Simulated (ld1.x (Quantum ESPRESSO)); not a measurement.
## Debugging a pseudopotential input (rhenium, ld1.x (Quantum ESPRESSO) 7.5)

Command:

```bash
ld1.x < Re.in > Re.out
```

Input:

```
&input
   title='Re', zed=75., rel=1, dft='PZ', iswitch=3,
   config='[Xe] 4f14 5d5 5f-2 6s1.5 6p0',
   nld=4, rlderiv=2.85, eminld=-6.0, emaxld=5.0, deld=0.02
 /
 &inputp
   pseudotype=2, zval=1.0, tm=.false., lloc=0,
   nlcc=.true., new_core_ps=.true.,
   file_pseudopw='Re.UPF', file_wfcaegen='ae.wfc', file_wfcncgen='nc.wfc', file_beta='beta', file_chi='chi'
 /
4
5P  2  1   6.00   0.00  1.55  1.55  0.0
5D  3  2   5.00   0.00  1.90  1.90  0.0
5F  4  3  -2.00  -0.05  2.50  2.50  0.0
6S  1  0   1.50   0.00  2.60  2.60  0.0
 &test
   configts(1)='5p6 5d5 6s1.5 6p0'
 /
```

Output:

```
Program LD1 v.7.5

 %%%%%%%%%%%%%%%%%%%%%%%%%%%%%%%%%%%%%%%%%%%%%%%%%%%%%%%%%%%%%%%%%%%%%%%%%%%%%%
     Error in routine ld1_readin (1):
     supplied (  1.00) and calculated ( 13.00) valence charge do not match
 %%%%%%%%%%%%%%%%%%%%%%%%%%%%%%%%%%%%%%%%%%%%%%%%%%%%%%%%%%%%%%%%%%%%%%%%%%%%%%

     stopping ...
```

**Question.** This input was made by a single change from one that runs to its end. What was changed?

**Answer.** The change: valence charge typed as zval=1.0. The program refuses the input: "ld1_readin: supplied (  1.00) and calculated ( 13.00) valence charge do not match".
